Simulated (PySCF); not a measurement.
H₆PSi₂, SMILES [SiH3][P][SiH3], multiplicity 2.

Coordinates come from a B3LYP-D3(BJ)/def2-SVP optimisation. The isomer is the one that the SMILES or the coordinates give; other isomers of the formula were not compared.

The numbers are results of TDA-ωB97X/def2-SVPD run with PySCF, not measurements.

Vertical excitations. Isolated molecule, no solvent.

```csv
state,energy (eV),λ (nm),f,main pairs
root 1,1.80,689,0.001,β HOMO→LUMO 97 %
root 2,3.02,411,0.000,β HOMO−1→LUMO 95 %
root 3,5.85,212,0.022,β HOMO−2→LUMO 96 %
root 4,5.88,211,0.000,α HOMO→LUMO+1 79 %
root 5,5.91,210,0.001,β HOMO−3→LUMO 92 %
root 6,6.01,206,0.009,α HOMO→LUMO 88 %
root 7,6.08,204,0.000,"α HOMO−1→LUMO+1 26 %, β HOMO→LUMO+2 46 %"
root 8,6.34,196,0.013,β HOMO−4→LUMO 92 %
root 9,6.39,194,0.004,β HOMO−5→LUMO 90 %
root 10,6.47,192,0.002,"α HOMO−1→LUMO 30 %, β HOMO→LUMO+1 40 %, β HOMO→LUMO+3 13 %"
```
Unrestricted roots are not spin-pure.
